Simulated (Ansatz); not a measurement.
A geometry relaxed with B3LYP-D3(BJ)/def2-SVP run with Ansatz (an electronic-structure program), charge 0, multiplicity 1:

```xyz
29

H      2.4252    -1.5995     1.1330
H     -0.8039    -0.5885     2.2653
Si     0.0000     0.0000     0.0000
C     -2.6320    -0.0640     1.2075
H     -0.9543     3.3556    -1.6994
H      2.4023     0.4418    -0.3943
C      0.8736    -2.0476    -1.8530
H      0.1208    -2.4670     0.1461
H     -1.5414     0.8897    -1.7188
C      1.7798     0.4045     0.5179
H     -2.8239    -1.0595     0.7746
H      1.9252    -1.8923    -1.5609
C     -0.5567     1.2203    -1.3418
C     -0.6322     2.6840    -0.8864
H     -0.9817     1.1354     1.9670
H      3.4217    -0.2947     1.8067
H     -1.1236    -1.9690    -0.9922
H     -1.3457     2.8124    -0.0559
H     -3.0047     0.6794     0.4838
H      1.7940     1.4309     0.9263
C      2.3906    -0.5724     1.5319
H      0.6748    -1.3810    -2.7082
H      0.3453     3.0489    -0.5308
H      0.7871    -3.0835    -2.2207
H     -3.2545     0.0225     2.1134
H      0.1335     1.1265    -2.1994
H      1.8037    -0.6084     2.4644
C     -0.0818    -1.7674    -0.6849
C     -1.1413     0.1426     1.5089
```

Write the SMILES of this molecule.

`CC[Si](CC)(CC)CC`
